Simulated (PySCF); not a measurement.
An excited-state job on `N#CC1=CC=CN=C1`.

Method: TDDFT CAM-B3LYP/def2-SVPD, vertical, gas phase, core orbitals frozen in the response (PySCF 2.14.0, density-fitted response routines). Geometry: GFN2-xTB. A driver script takes a list of jobs; this job's settings line and coordinates (Å) are shown.

Input:
```
{"job": {"kind": "uv", "xc": "CAM-B3LYP", "basis": "def2-SVPD", "nstates": 8, "ntriplets": 3}, "charge": 0, "multiplicity": 1}
N      3.380711     0.874300    -0.078649
C      2.281587     0.550474    -0.052972
C      0.928420     0.145821    -0.021804
C     -0.105886     1.083560    -0.003737
C     -1.409505     0.623251     0.025377
C     -1.627544    -0.748418     0.035523
N     -0.651315    -1.640809     0.018268
C      0.592813    -1.212811    -0.009760
H      0.118260     2.140477    -0.012318
H     -2.239545     1.311777     0.039489
H     -2.629466    -1.155332     0.058592
H      1.362668    -1.972975    -0.024036
```

Q: Give the output.

A: 
```
coarse grid: 11120 points
cycle   1  E = -339.9737748806  dE =  1.685e+00  |g| = 5.214e-01  |ddm| = 1.024e+01
cycle   2  E = -339.8670381502  dE =  1.067e-01  |g| = 9.139e-01  |ddm| = 4.804e+00
cycle   3  E = -340.0465680203  dE = -1.795e-01  |g| = 6.314e-02  |ddm| = 2.412e+00
cycle   4  E = -340.0470200453  dE = -4.520e-04  |g| = 4.993e-02  |ddm| = 5.570e-01
cycle   5  E = -340.0475584544  dE = -5.384e-04  |g| = 8.782e-03  |ddm| = 3.014e-01
cycle   6  E = -340.0475725785  dE = -1.412e-05  |g| = 3.848e-03  |ddm| = 5.052e-02
cycle   7  E = -340.0475764138  dE = -3.835e-06  |g| = 8.613e-04  |ddm| = 2.532e-02
final grid: 110720 points
cycle   8  E = -340.1095372643  dE = -2.981e-05  |g| = 2.552e-03  |ddm| = 1.520e-01
cycle   9  E = -340.1095377532  dE = -4.888e-07  |g| = 2.350e-03  |ddm| = 1.808e-02
cycle  10  E = -340.1095391213  dE = -1.368e-06  |g| = 5.069e-04  |ddm| = 7.077e-03
cycle  11  E = -340.1095391650  dE = -4.367e-08  |g| = 2.939e-04  |ddm| = 1.612e-03
cycle  12  E = -340.1095391821  dE = -1.709e-08  |g| = 8.050e-05  |ddm| = 8.761e-04
cycle  13  E = -340.1095391836  dE = -1.597e-09  |g| = 1.828e-05  |ddm| = 2.883e-04
cycle  14  E = -340.1095391837  dE = -9.163e-11  |g| = 6.539e-06  |ddm| = 7.783e-05
converged SCF energy = -340.1095391837

Static polarisability (au): isotropic 77.349, principal 44.553 75.918 111.574

Singlet excitations
state   eV       nm        f      main configurations
  1   4.7987    258.4   0.00086   H-1->L 0.97
  2   5.1157    242.4   0.00334   H-1->L+1 0.98
  3   5.4413    227.9   0.07292   H->L 0.39, H->L+1 0.32, H-2->L 0.21
  4   5.9090    209.8   0.18375   H->L 0.50, H->L+1 0.26, H-2->L 0.18
  5   6.8334    181.4   0.00002   H-3->L 0.82
  6   6.9735    177.8   0.38591   H-2->L 0.49, H->L+1 0.38, H-2->L+1 0.08
  7   7.2478    171.1   0.37821   H-2->L+1 0.75, H-2->L 0.08
  8   7.2953    170.0   0.00002   H->L+4 0.28, H->L+3 0.27, H->L+5 0.18

Triplet excitations (Tamm-Dancoff, eV): 3.8921 4.2807 4.6605
```

The SCF starts on a coarse grid where the log names one; the energy can jump when the final grid takes over, and dE then counts from the start density on the new grid. H and L stand for HOMO and LUMO; the number after each pair is its weight.

Q: Give the mean polarisability as a volume in Å³, and the ratio of the largest to the smallest principal value.

A: 77.349 au × 0.148185 = 11.46 Å³; 111.574/44.553 = 2.50.

Summary of the converged run: HOMO -9.45 eV, LUMO -0.94 eV; lowest singlet 4.80 eV; lowest triplet 3.89 eV (Tamm–Dancoff); mean polarisability 77.3 au.

Time: 38 s of wall time. Hardware: an Arm Neoverse V1 with one thread, no GPU, on a shared host.
Labels such as C1 count atoms from 1, the log's own numbers from 0.
